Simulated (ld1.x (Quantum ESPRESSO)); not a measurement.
**Which change was made? (As, TM)**

- Element: arsenic (As)
- Generator: ld1.x (Quantum ESPRESSO) 7.5
- Type: norm-conserving Troullier–Martins (Kleinman–Bylander form)
- Functional: LDA (PZ)
- Relativity: scalar-relativistic
- Frozen core: [Ar] 3d10
- Valence charge: 5
- Reference configuration: 4s2 4p1 (charge +2)
- Partial waves: 4s (bound): rc 1.45 bohr; 4p (bound): rc 1.75 bohr
- Local potential: all-electron potential smoothed inside 1.55 bohr (lloc = -1)
- Core correction: a·sin(br)/r model core inside 0.75 bohr

Cutoffs, loose and tight: the cutoffs (Ry, on a coarse ladder) from which the occupation-weighted sum of valence levels, in a spherical-Bessel basis at the reference potential, stays within 10 and 1 mRy of its value at 400 Ry. They do not see the model core or the augmentation charge, which bear on the density cutoff. Test errors are all-electron minus pseudo excitation energies from the reference, over the configurations 4s2 4p3; 4s2 4p2; 4s2 4p0; 4s2 4p3.3; 4s1 4p3; 4s2 4p2.5; 4s1 4p0 (two spin-polarised tests are not counted in the largest error); variants that change the core or the reference have their own tests.

The base gives: outcome: generated; cutoff, loose: 35 Ry; cutoff, tight: 50 Ry; bound ghosts: none; largest test error (meV): -162.

Problem. After one change the result is: outcome: generated; cutoff, loose: 18 Ry; cutoff, tight: 35 Ry; bound ghosts: none; largest test error (meV): -292. Which change was it?
A. all radii but the core radius scaled by about 0.86 (s 1.24, p 1.50 bohr); local potential all-electron potential smoothed inside 1.34 bohr (lloc = -1)
B. local potential the p channel
C. core [Ar], valence charge 15; reference 3d10 4s2 4p0; waves now 4s (bound): rc 1.60 bohr; 3d (bound): rc 0.55 bohr; 4p (bound): rc 1.55 bohr; local potential the p channel; core correction none
D. type ultrasoft; waves now 4s (bound): rcut 1.25, rcutus 1.45 bohr; 4s channel at 1.7 Ry: rcut 1.25, rcutus 1.45 bohr; 4p (bound): rcut 1.50, rcutus 1.75 bohr; 4p channel at -0.3 Ry: rcut 1.50, rcutus 1.75 bohr; local potential all-electron potential smoothed inside 1.60 bohr (lloc = -1); augmentation PSQ, inside the norm-conserving radii

Solution. D. The others give: core [Ar], valence charge 15; reference 3d10 4s2 4p0; waves now 4s (bound): rc 1.60 bohr; 3d (bound): rc 0.55 bohr; 4p (bound): rc 1.55 bohr; local potential the p channel; core correction none → outcome: failed: run_pseudo: Errors in PS-KS equation | all radii but the core radius scaled by about 0.86 (s 1.24, p 1.50 bohr); local potential all-electron potential smoothed inside 1.34 bohr (lloc = -1) → outcome: generated; cutoff, loose: 80 Ry; cutoff, tight: 160 Ry; bound ghosts: d; largest test error (meV): -78 | local potential the p channel → outcome: generated; cutoff, loose: 35 Ry; cutoff, tight: 50 Ry; bound ghosts: none; largest test error (meV): -210.
